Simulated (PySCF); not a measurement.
Species: C₅H₃FNP₃.
Atom-mapped SMILES: `[CH3:1][c:2]1[p:3][c:4]([F:5])[p:6][c:7]([C:8]#[N:9])[p:10]1` (hydrogens: H11, H12, H13 on C1)

Cartesian coordinates in Å at the GFN2-xTB level; atoms count from 1:
```xyz
13
C5H3FNP3 angstrom
C     -2.4387   -0.4378   -0.1532
C     -0.9950    0.0027   -0.0953
P     -0.7851    1.7248   -0.2557
C      0.9367    1.9647   -0.1270
F      1.2427    3.2925   -0.2386
P      2.3722    1.0139    0.0963
C      1.7194   -0.6086    0.1988
C      2.7204   -1.5858    0.3812
N      3.5325   -2.3836    0.5307
P      0.1201   -1.3195    0.1246
H     -2.7913   -0.7139    0.8417
H     -2.5595   -1.3099   -0.7951
H     -3.0788    0.3609   -0.5260
```

Method: TDDFT CAM-B3LYP/def2-SVPD, vertical, gas phase, core orbitals frozen in the response in PySCF. GFN2-xTB frequencies show an imaginary mode (32i cm⁻¹), so this geometry is no minimum at that level.

Ground-to-excited transition dipoles (e·a0, same axes as the geometry; the sign carries no meaning), for the states with f of 0.002 or more among the lowest 7:

```
state  E (eV)      μx      μy      μz
   S1   3.438   0.408   0.186   0.014
   S2   3.818  -0.050   0.050   0.266
   S3   4.009  -0.470   0.437  -0.158
   S4   4.021   0.110  -0.090  -0.317
   S5   4.239  -0.029   0.002   0.165
   S6   4.425  -0.137   0.076   0.215
   S7   4.559   0.923  -1.417   0.228
```

Task: Work out the oscillator strengths.

Result: f = (2/3) ΔE |μ|² with ΔE in hartree (27.2114 eV).

```tsv
state	|μ|² (au)	|μ| (D)	f
S1	0.201	1.14	0.017
S2	0.076	0.70	0.007
S3	0.437	1.68	0.043
S4	0.121	0.88	0.012
S5	0.028	0.43	0.003
S6	0.071	0.68	0.008
S7	2.913	4.34	0.325
```

Task: Which bond between heavy atoms lies closest to the direction of the S7 transition dipole?

Result: C2–P10, at 7° from it; next C8–N9 and C7–C8 at 12°.

Task: What angle do the transition dipoles of S4 and S7 make?

Result: |cos θ| = |μa·μb| / (|μa| |μb|) = 0.26, so θ ≈ 75° (taken between 0 and 90°, since the signs are arbitrary).

Task: How is the summed strength of these states shared among x, y and z?

Result: (2/3) Σ ΔE μα² gives 0.134 for x, 0.248 for y and 0.033 for z, 0.415 in all.

Task: What peak molar absorption coefficient would the strongest computed level give as a lone Gaussian band 0.5 eV wide at half height?

Result: ε(max) = 2.175×10⁸ f / FWHM, with the width in cm⁻¹. S7: 2.175×10⁸ × 0.3254 / 4033 ≈ 18000 L mol⁻¹ cm⁻¹.
